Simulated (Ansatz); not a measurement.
Consider the formal exchange of groups at the Si–Se bond: `C[SiH](C)[SeH]` + GeH₄ → `C[SiH](C)[GeH3]` + H₂Se.

Isolated molecules relaxed with PBE0-D4/def2-TZVP in Ansatz; ΔE leaves out vibrations. CCSD(T)/CBS is the MP2 limit (def2-TZVPP, def2-QZVPP) plus CCSD(T) − MP2 in def2-TZVPP, frozen cores. Functionals use def2-TZVPP. B3LYP here is the variant with VWN-RPA as its local correlation; programs differ in this. For Ge, Se outer-core shells are correlated without core-valence functions, which leaves a few kJ/mol of doubt a bond. Scalar relativity is left out up to krypton. One conformer a species, not always the lowest.

`C[SiH](C)[SeH]`:

```xyz
12

C    -1.656    0.454   -0.314
Si   -0.098   -0.283    0.404
C     1.416    0.717   -0.031
Se    0.033   -2.398   -0.470
H    -1.597    0.502   -1.404
H    -2.533   -0.137   -0.043
H    -1.800    1.470    0.063
H    -0.212   -0.382    1.886
H     1.337    1.727    0.385
H     2.320    0.256    0.372
H     1.529    0.796   -1.114
H     1.262   -2.721    0.266
```

GeH₄:

```xyz
5

Ge    0.000    0.000    0.000
H     1.187    0.637    0.733
H    -0.684    1.055   -0.879
H    -1.005   -0.540    1.026
H     0.501   -1.152   -0.880
```

`C[SiH](C)[GeH3]`:

Z-matrix (Å, degrees):
```
C
Si 1 1.875
H 1 1.092 2 111.2
H 1 1.093 2 110.6 3 120.0
H 1 1.093 2 110.9 3 -120.1
C 2 1.875 1 111.1 3 -178.9
Ge 2 2.383 1 109.9 3 59.2
H 2 1.493 1 109.1 3 -58.6
H 6 1.092 2 111.1 1 178.9
H 6 1.093 2 110.6 1 58.9
H 6 1.093 2 110.9 1 -60.9
H 7 1.541 2 111.8 1 -179.8
H 7 1.542 2 110.9 1 60.6
H 7 1.541 2 111.8 1 -59.1
```

H₂Se:

Z-matrix (Å, degrees):
```
Se
H 1 1.467
H 1 1.467 2 91.2
```

**Question.** Is it downhill or uphill in electronic energy at CCSD(T)/CBS, and by how much? (An estimate is asked.)

**Answer.** Computed: Uphill: ΔE = +55.0 kJ/mol.

**Question.** What do these levels give: PBE0-D4, B3LYP-D4, B3LYP, MP2/def2-TZVPP, CCSD/def2-TZVPP, SCS-MP2/def2-QZVPP? (Estimate.)

**Answer.** The calculation gave: PBE0-D4 50.8, B3LYP-D4 51.8, B3LYP 51.1, MP2/def2-TZVPP 59.5, CCSD/def2-TZVPP 52.4, SCS-MP2/def2-QZVPP 60.5 kJ/mol.

Largest T1 diagnostic among the species: 0.012.

From PBE to PBE0 (25 % exact exchange), in def2-TZVPP and without D4, ΔE moves by +4.0 kJ/mol. In def2-TZVPP, CCSD(T) changes the Hartree–Fock value by −10.9 kJ/mol (the triples alone add −0.3 kJ/mol) and MP2 by −3.5 kJ/mol.
